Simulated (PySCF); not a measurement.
PySCF input for C4H4F2, SMILES FC(=CC=C)F, TDDFT-M06-2X/def2-SVPD. Coordinates come from a PBE0-D3(BJ)/def2-SVP optimisation. Other conformers were not sampled.

```python
import numpy as np
from pyscf import gto, scf, dft, tdscf

mol = gto.M(
    atom='''
    C     0.15250913    2.73613997   -0.00000000
    C    -0.30818255    1.47773105   -0.00000000
    C     0.53701750    0.29958835   -0.00000000
    C     0.06391104   -0.94826903   -0.00000000
    F     0.80737893   -2.02535723   -0.00000000
    F    -1.20742243   -1.26813722    0.00000000
    H     1.22490646    2.95311806    0.00000001
    H    -0.53038563    3.58810284   -0.00000000
    H    -1.38926614    1.30292515    0.00000000
    H     1.62360611    0.40616205   -0.00000000
    ''',
    basis='def2-SVPD',
    charge=0,
    spin=0,
    symmetry=True,
    max_memory=1600,
    verbose=4,
)
mf = dft.RKS(mol, xc='m06-2x').density_fit(auxbasis='def2-universal-jkfit')
mf.grids.level = 4
mf.conv_tol = 1e-9
mf.max_cycle = 100
mf.kernel()
mf.grids = dft.Grids(mol).set(level=2).build(with_non0tab=True)  # coarser grid for the response kernel
td = tdscf.TDDFT(mf)
td.singlet = True
td.nstates = 10
td.conv_tol = 1e-4
td.positive_eig_threshold = 1e-6
td.kernel(x0=td.get_init_guess(mf, 15))
td.analyze()
tt = tdscf.TDA(mf)
tt.singlet = False
tt.nstates = 4
tt.conv_tol = 1e-4
tt.positive_eig_threshold = 1e-6
tt.kernel(x0=tt.get_init_guess(mf, 9))
tt.analyze(verbose=3)
```

Output:

```
PySCF version 2.14.0

[INPUT] verbose = 4
[INPUT] num. atoms = 10
[INPUT] num. electrons = 46
[INPUT] charge = 0
[INPUT] spin (= nelec alpha-beta = 2S) = 0
[INPUT] symmetry True subgroup None
[INPUT] Mole.unit = angstrom
[INPUT] Symbol           X                Y                Z      unit          X                Y                Z       unit  Magmom
[INPUT]  1 C      0.152509130000   2.736139970000   0.000000000000 AA    0.288200487196   5.170555181776   0.000000000000 Bohr   0.0
[INPUT]  2 C     -0.308182550000   1.477731050000   0.000000000000 AA   -0.582380615870   2.792506970266   0.000000000000 Bohr   0.0
[INPUT]  3 C      0.537017500000   0.299588350000   0.000000000000 AA    1.014815999099   0.566139931610   0.000000000000 Bohr   0.0
[INPUT]  4 C      0.063911040000  -0.948269030000   0.000000000000 AA    0.120774361936  -1.791968759107   0.000000000000 Bohr   0.0
[INPUT]  5 F      0.807378930000  -2.025357230000   0.000000000000 AA    1.525725056444  -3.827370469108   0.000000000000 Bohr   0.0
[INPUT]  6 F     -1.207422430000  -1.268137220000   0.000000000000 AA   -2.281697709357  -2.396432034167   0.000000000000 Bohr   0.0
[INPUT]  7 H      1.224906460000   2.953118060000   0.000000010000 AA    2.314737737611   5.580584346907   0.000000018897 Bohr   0.0
[INPUT]  8 H     -0.530385630000   3.588102840000   0.000000000000 AA   -1.002283581105   6.780531674374   0.000000000000 Bohr   0.0
[INPUT]  9 H     -1.389266140000   1.302925150000   0.000000000000 AA   -2.625332518732   2.462171694308   0.000000000000 Bohr   0.0
[INPUT] 10 H      1.623606110000   0.406162050000   0.000000000000 AA    3.068170882070   0.767535036692   0.000000000000 Bohr   0.0

nuclear repulsion = 218.281596050379
point group symmetry = Cs
symmetry origin: [8.21620115e-10 3.69728998e-09 4.10810027e-10]
symmetry axis x: [ 1.00000000e+00 -9.95611058e-10  4.40618960e-10]
symmetry axis y: [-9.95611058e-10 -1.00000000e+00 -2.12753228e-10]
symmetry axis z: [-4.40618961e-10 -2.12753236e-10  1.00000000e+00]
num. orbitals of irrep A' = 112
num. orbitals of irrep A" = 46
number of shells = 66
number of NR pGTOs = 226
number of NR cGTOs = 158
basis = def2-SVPD
ecp = {}


[settings echo left out]
init E= -355.030110207997
HOMO (A") = -0.239375045582433  LUMO (A") = -0.0502353532030875  gap/eV = 5.14675
cycle= 1 E= -353.980250182657  delta_E= 1.05  |g|= 0.674  |ddm|= 4.69
HOMO (A") = -0.283684637318818  LUMO (A") = -0.0338346451329804  gap/eV = 6.79876
cycle= 2 E= -353.936429664224  delta_E= 0.0438  |g|= 0.84  |ddm|= 1.83
HOMO (A") = -0.290560981493978  LUMO (A") = -0.00574319303491366  gap/eV = 7.75029
cycle= 3 E= -354.079617577028  delta_E= -0.143  |g|= 0.0482  |ddm|= 1.15
HOMO (A") = -0.290110323518243  LUMO (A") = -2.8829189384072e-05  gap/eV = 7.89352
cycle= 4 E= -354.080063705037  delta_E= -0.000446  |g|= 0.0401  |ddm|= 0.146
HOMO (A") = -0.291738030761907  LUMO (A") = -0.000183171020471828  gap/eV = 7.93361
cycle= 5 E= -354.080438161337  delta_E= -0.000374  |g|= 0.00613  |ddm|= 0.0593
HOMO (A") = -0.291894915344257  LUMO (A") = 1.35083956355198e-05  gap/eV = 7.94323
cycle= 6 E= -354.080448562797  delta_E= -1.04e-05  |g|= 0.00136  |ddm|= 0.0156
HOMO (A") = -0.291838172049954  LUMO (A") = 0.000102763783379811  gap/eV = 7.94412
cycle= 7 E= -354.080449165516  delta_E= -6.03e-07  |g|= 0.000799  |ddm|= 0.00365
HOMO (A") = -0.291888432909417  LUMO (A") = 6.99897846158093e-05  gap/eV = 7.94459
cycle= 8 E= -354.080449324282  delta_E= -1.59e-07  |g|= 0.000231  |ddm|= 0.00175
HOMO (A") = -0.291899111219029  LUMO (A") = 6.85529782801231e-05  gap/eV = 7.94484
cycle= 9 E= -354.080449338884  delta_E= -1.46e-08  |g|= 6.11e-05  |ddm|= 0.000556
HOMO (A") = -0.291898142141133  LUMO (A") = 7.51474235914928e-05  gap/eV = 7.94500
cycle= 10 E= -354.080449339789  delta_E= -9.05e-10  |g|= 2.08e-05  |ddm|= 0.000139
HOMO (A") = -0.291899692133762  LUMO (A") = 7.31173815411434e-05  gap/eV = 7.94498
Extra cycle  E= -354.080449339797  delta_E= -8.53e-12  |g|= 2.09e-05  |ddm|= 8.02e-05
converged SCF energy = -354.080449339797
tot grids = 89528
Overwritten attributes  positive_eig_threshold  of <class 'pyscf.tdscf.rks.TDDFT'>


******** <class 'pyscf.tdscf.rks.TDDFT'> for <class 'pyscf.df.df_jk.DFSymAdaptedRKS'> ********
nstates = 10 singlet
deg_eia_thresh = 1.000e-03
wfnsym = None
conv_tol = 0.0001
eigh lindep = 1e-12
eigh level_shift = 0
eigh max_cycle = 100


Excitation energies (eV)
[6.0163275  6.35914086 7.00454047 7.12778586 7.63485269 7.81125799
 7.86228036 8.31976266 8.5760546  8.83804256]

** Singlet excitation energies and oscillator strengths **
Excited State   1:  ???      6.01633 eV    206.08 nm  f=0.6833
      23 -> 24        0.70372
Excited State   2:   A"      6.35914 eV    194.97 nm  f=0.0001
      23 -> 25        0.68672
Excited State   3:   A"      7.00454 eV    177.01 nm  f=0.0048
      23 -> 26        0.61561
      23 -> 27        0.27895
      23 -> 28       -0.11108
Excited State   4:   A"      7.12779 eV    173.94 nm  f=0.0334
      23 -> 26        0.28550
      23 -> 27       -0.62493
Excited State   5:  ???      7.63485 eV    162.39 nm  f=0.0278
      22 -> 24        0.22736
      23 -> 29        0.66341
Excited State   6:   A"      7.81126 eV    158.73 nm  f=0.0006
      21 -> 24        0.64531
      23 -> 28       -0.19566
Excited State   7:   A"      7.86228 eV    157.69 nm  f=0.0015
      21 -> 24       -0.23103
      23 -> 26       -0.10821
      23 -> 28       -0.59073
      23 -> 30        0.13228
      23 -> 32        0.10665
      23 -> 38       -0.15035
Excited State   8:  ???      8.31976 eV    149.02 nm  f=0.0016
      22 -> 24        0.65709
      23 -> 29       -0.22483
Excited State   9:   A"      8.57605 eV    144.57 nm  f=0.0000
      23 -> 28       -0.21468
      23 -> 30       -0.61400
      23 -> 38        0.12311
Excited State  10:  ???      8.83804 eV    140.28 nm  f=0.0000
      20 -> 24       -0.49961
      23 -> 32        0.40556
      23 -> 33        0.16522

** Transition electric dipole moments (AU) **
state          X           Y           Z        Dip. S.      Osc.
  1         0.2158      2.1423      0.0000      4.6360      0.6833
  2         0.0000     -0.0000     -0.0274      0.0008      0.0001
  3        -0.0000     -0.0000      0.1674      0.0280      0.0048
  4        -0.0000     -0.0000      0.4373      0.1912      0.0334
  5         0.0542      0.3819      0.0000      0.1488      0.0278
  6         0.0000     -0.0000     -0.0581      0.0034      0.0006
  7         0.0000      0.0000     -0.0876      0.0077      0.0015
  8         0.0627      0.0630     -0.0000      0.0079      0.0016
  9        -0.0000     -0.0000     -0.0140      0.0002      0.0000
 10        -0.0000     -0.0000     -0.0091      0.0001      0.0000

** Transition velocity dipole moments (imaginary part, AU) **
state          X           Y           Z        Dip. S.      Osc.
  1         0.0492      0.4847      0.0000      0.2374      0.7157
  2        -0.0000      0.0000     -0.0046      0.0000      0.0001
  3         0.0000     -0.0000      0.0518      0.0027      0.0069
  4         0.0000      0.0000      0.1507      0.0227      0.0578
  5         0.0147      0.1097      0.0000      0.0122      0.0291
  6        -0.0000     -0.0000     -0.0180      0.0003      0.0008
  7         0.0000      0.0000     -0.0329      0.0011      0.0025
  8         0.0201      0.0213     -0.0000      0.0009      0.0019
  9        -0.0000     -0.0000     -0.0066      0.0000      0.0001
 10         0.0000     -0.0000     -0.0092      0.0001      0.0002

** Transition magnetic dipole moments (imaginary part, AU) **
state          X           Y           Z
  1         0.0000      0.0000      0.0655
  2        -0.3365     -0.3345      0.0000
  3        -0.5226      0.1011     -0.0000
  4        -0.7259     -0.0398     -0.0000
  5         0.0000      0.0000     -0.7342
  6         0.0499      0.8808     -0.0000
  7        -0.1248     -0.6543      0.0000
  8        -0.0000     -0.0000      0.6805
  9        -0.4870      0.1003     -0.0000
 10        -0.2336      0.0771     -0.0000
Overwritten attributes  positive_eig_threshold  of <class 'pyscf.tdscf.rks.TDA'>


******** <class 'pyscf.tdscf.rks.TDA'> for <class 'pyscf.df.df_jk.DFSymAdaptedRKS'> ********
nstates = 4 triplet
deg_eia_thresh = 1.000e-03
wfnsym = None
conv_tol = 0.0001
eigh lindep = 1e-12
eigh level_shift = 0
eigh max_cycle = 100


Excitation energies (eV)
[3.5314126  5.52687825 6.30407829 6.98631456]

** Triplet excitation energies and oscillator strengths **
Excited State   1:   A'      3.53141 eV    351.09 nm  f=0.0000
Excited State   2:   A'      5.52688 eV    224.33 nm  f=0.0000
Excited State   3:   A"      6.30408 eV    196.67 nm  f=0.0000
Excited State   4:   A"      6.98631 eV    177.47 nm  f=0.0000
```

Self-consistency was reached.

Cost: about 11 core-minutes (a rough figure).
